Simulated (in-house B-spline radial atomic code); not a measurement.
Configurations of Br IV (Br3+), with energies counted from [Ar] 3d10 4s2 4p2. Computed with a radial B-spline atomic code at the basis-set limit: non-relativistic wB97X, spin-polarised, spherical fractional occupations, exact exchange averaged over the configuration, point nucleus. Shells without spins written out take the highest spin.

Occupations are held fixed; configurations that lie above the ionisation limit could autoionise.

```
                configuration  E - E(ref) (eV)  highest orbital  its <r> (bohr)
        [Ar] 3d10 4s2 4p1 5s1           22.424            5s up           3.446
        [Ar] 3d10 4s1 4p2 5s1           33.484            5s up           3.405
    [Ne] 3s2 3p5 3d10 4s2 4p3           175.91            4p up           1.679
[Ne] 3s2 3p5 3d10 4s2 4p2 5s1           201.17            5s up           3.345
```

Problem. Order these further configurations by energy, lowest first.
A. [Ar] 3d10 4s2 4p1 4f1
B. [Ar] 3d9 4s2 4p2 5d1
C. [Ar] 3d10 4s1 4p2 5f1
D. [Ar] 3d10 4s2 4p1 5f1
E. [Ar] 3d10 4s1 4p3

Solution. E (9.9547 eV), A (32.335 eV), D (37.27 eV), C (48.498 eV), B (105.48 eV).
